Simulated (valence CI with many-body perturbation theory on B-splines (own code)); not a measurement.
Results of a calculation; reference values are marked as such.
Re⁴²⁺: input, log and results

Level of theory: configuration interaction combined with many-body perturbation theory (CI+MBPT): five valence electrons over a frozen Dirac-Fock core [Ar] 3d10, a basis of 11 s, 11 p, 10 d, 8 f, 5 g, 2 h functions for each j, with the one-electron correlation potential Σ1 (screened to all orders), the two-electron term Σ2, the three-electron term Σ3, Breit, model QED; selected single and double excitations, second order for the rest, scaled by the run's own slope (own B-spline code, finite nucleus).

Command, and the settings that its task file holds:

```sh
python run_cv.py task.json out
```

```
atom Re  Z=75  mass_number=187  rms_radius_fm=5.3698
core [Ar] 3d10
valence 4s2 4p3
avg = 1
basis = M
breit = 1
cap = 32000
capref = 2000
cscale = 1
de = 0.0
dress = 0
eps = 2e-08
extrap = 1
h = 0.27
hh = 1
l2 = 3
lcore = 6
maxit = 60
n2 = 5
natural = 1
nlev = 150
nno = [5, 5, 5, 4, 2, 1]
nroot = 36
nsp = [6, 6, 5, 4, 3, 1]
pt2 = 1
qed = 1
rpa = 1
s1 = 1
s2 = 1
s3 = 1
screen = 1
tol = 2e-05
whole = 1
```

It took 6.3 min on 1 thread of Arm Neoverse V1, with other jobs on the host.

Log. The first blocks belong to the next ion, which gives the ionisation energy. Fields: 2J, parity (1 odd), roots, reference size, generating configurations, candidates as configurations/state functions, variational space P, stored matrix elements, Davidson steps; e2 is the range of second-order energies in hartree. The first line gives the box (bohr), its intervals, the orbitals and the steps of their self-consistent field. Window is the range of levels sought, series limit the energy at which the first omitted orbital would enter, core excitation an estimate of the first excitation out of the core, left out the lowest levels not solved, and shifts from estimates the range by which levels moved from their first estimate, all in cm⁻¹.

```
rmax 5.4 intervals 59 orbitals 83 references ['4s2 4p3', '4s 4p4', '4s2 4p2 4d', '4p5', '4s 4p3 4d'] scf 4 t 1.2
2J=0 par=0 roots 2 ref 22 generators 6 cand 12758/20285 P 2319/3200 nnz 1.4e+06 it 5
2J=0 par=0 roots 2 ref 22 generators 10 cand 22929/44199 P 3907/5734 nnz 3.2e+06 it 5
   second order: generators 23 cand 35274/68283 e2 -0.00004 -0.00003
reference levels 1324, estimated 597, window 4416291 1/cm; series limit 12639693, core excitation 13299880
2J=3 par=1 roots 34 ref 158 generators 44 cand 90077/1270571 P 1437/6400 nnz 4e+06 it 9
2J=3 par=1 roots 34 ref 158 generators 63 cand 107722/1636427 P 5760/31989 nnz 5.9e+07 it 9
   second order: generators 101 cand 132096/2234157 e2 -0.00908 -0.00290
2J=5 par=1 roots 33 ref 180 generators 40 cand 88183/1574865 P 1188/6391 nnz 4.3e+06 it 9
2J=5 par=1 roots 33 ref 180 generators 64 cand 110651/2163168 P 4921/31983 nnz 6.4e+07 it 10
   second order: generators 100 cand 138984/3079321 e2 -0.01114 -0.00449
2J=1 par=1 roots 21 ref 92 generators 37 cand 87626/698039 P 1971/6400 nnz 3.6e+06 it 8
2J=1 par=1 roots 21 ref 92 generators 56 cand 99854/868053 P 8180/31999 nnz 5e+07 it 9
   second order: generators 81 cand 112718/1092997 e2 -0.00492 -0.00162
2J=3 par=0 roots 19 ref 104 generators 36 cand 83782/1062257 P 1580/7195 nnz 4.8e+06 it 9
2J=3 par=0 roots 19 ref 104 generators 63 cand 101355/1464712 P 6341/31992 nnz 5.4e+07 it 10
   second order: generators 94 cand 130084/2205158 e2 -0.00753 -0.00226
2J=5 par=0 roots 18 ref 116 generators 33 cand 80501/1238355 P 1396/7191 nnz 5.2e+06 it 10
2J=5 par=0 roots 18 ref 116 generators 61 cand 104292/1943660 P 5769/31995 nnz 5.6e+07 it 11
   second order: generators 92 cand 139394/3076188 e2 -0.00843 -0.00315
2J=1 par=0 roots 12 ref 61 generators 32 cand 73890/561496 P 2063/6399 nnz 3.3e+06 it 8
2J=1 par=0 roots 12 ref 61 generators 56 cand 95176/778456 P 9128/31999 nnz 4.8e+07 it 8
   second order: generators 82 cand 114449/1081216 e2 -0.00364 -0.00101
2J=7 par=0 roots 12 ref 96 generators 23 cand 76483/1262974 P 1363/7186 nnz 5.2e+06 it 11
2J=7 par=0 roots 12 ref 96 generators 53 cand 98704/1904484 P 5373/31982 nnz 5.8e+07 it 12
   second order: generators 80 cand 141732/3197871 e2 -0.00744 -0.00410
2J=9 par=0 roots 6 ref 67 generators 19 cand 70847/1125773 P 1382/6400 nnz 4.1e+06 it 12
2J=9 par=0 roots 6 ref 67 generators 42 cand 91441/1787320 P 5702/31990 nnz 6e+07 it 12
   second order: generators 69 cand 130113/3030865 e2 -0.00531 -0.00315
2J=7 par=1 roots 27 ref 166 generators 38 cand 87539/1648561 P 1183/6396 nnz 4.4e+06 it 9
2J=7 par=1 roots 27 ref 166 generators 59 cand 106774/2294395 P 4977/31999 nnz 6.5e+07 it 10
   second order: generators 100 cand 139847/3323747 e2 -0.00929 -0.00572
2J=9 par=1 roots 14 ref 122 generators 28 cand 75953/1414861 P 1335/6393 nnz 4.4e+06 it 10
2J=9 par=1 roots 14 ref 122 generators 46 cand 94848/1966201 P 5495/31959 nnz 6.5e+07 it 11
   second order: generators 78 cand 124456/2926663 e2 -0.00706 -0.00378
2J=11 par=1 roots 5 ref 74 generators 14 cand 61324/1060974 P 1647/6400 nnz 4.1e+06 it 8
2J=11 par=1 roots 5 ref 74 generators 31 cand 85173/1611249 P 5540/31987 nnz 7.1e+07 it 9
   second order: generators 52 cand 104937/2270070 e2 -0.00336 -0.00251
2J=11 par=0 roots 2 ref 31 generators 11 cand 58844/880876 P 1272/6398 nnz 4.3e+06 it 7
2J=11 par=0 roots 2 ref 31 generators 23 cand 81210/1530622 P 4621/31998 nnz 7.3e+07 it 10
   second order: generators 39 cand 105692/2236802 e2 -0.00321 -0.00164
left out: unestimated 5736881, estimated 4673310, shifts from estimates -92 to 118
operators 3.1
```

The Davidson iterations converged.

The last digits are not significant, and no measured levels were compared; by estimate large intervals hold to a few tenths of a per cent, small ones and those within an open d or f shell to about a per cent. Among the levels kept, up to 2100 cm⁻¹ of a level comes from second order outside the variational space, and about a tenth of that is noise between levels of different J, which matters for small intervals.

- Valence energy: -426.169 hartree
- Ionisation energy: 2082.5 eV (NIST: 2080 ± 4 eV (theoretical))
- Reference configurations for the orbitals: 4s2 4p3, 4s 4p4, 4s2 4p2 4d, 4p5, 4s 4p3 4d
- Radial orbitals: 83
- Box radius: 5.395 bohr
- Largest variational space: 31999
- Lowest levels: (4s^2 4p1/2^2 4p3/2) J=3/2 0, (4s^2 4p1/2 4p3/2^2) J=3/2 775160, (4s^2 4p1/2 4p3/2^2) J=5/2 820050, (4s^2 4p1/2 4p3/2^2) J=1/2 876570, (4s^2 4p1/2^2 4d3/2) J=3/2 1269800, (4s^2 4p1/2^2 4d5/2) J=5/2 1476100, (4s 4p1/2^2 4p3/2^2) J=5/2 1610700, (4s^2 4p3/2^3) J=3/2 1659800, (4s 4p1/2^2 4p3/2^2) J=1/2 1710400, (4s 4p1/2^2 4p3/2^2) J=3/2 1727000, (4s^2 4p1/2 4p3/2 4d3/2) J=5/2 [a] 2040600, (4s^2 4p1/2 4p3/2 4d3/2) J=3/2 [a] 2043200, (4s^2 4p1/2 4p3/2 4d3/2) J=1/2 [a] 2045600, (4s^2 4p1/2 4p3/2 4d3/2) J=7/2 2085700 cm⁻¹

Levels are named by their leading jj configuration (3d3/2^4 stands for four electrons in 3d with j = 3/2), which in mixed levels can hold well under half, so a name can repeat and another be missing. Letters in brackets count levels of one name in rising energy.
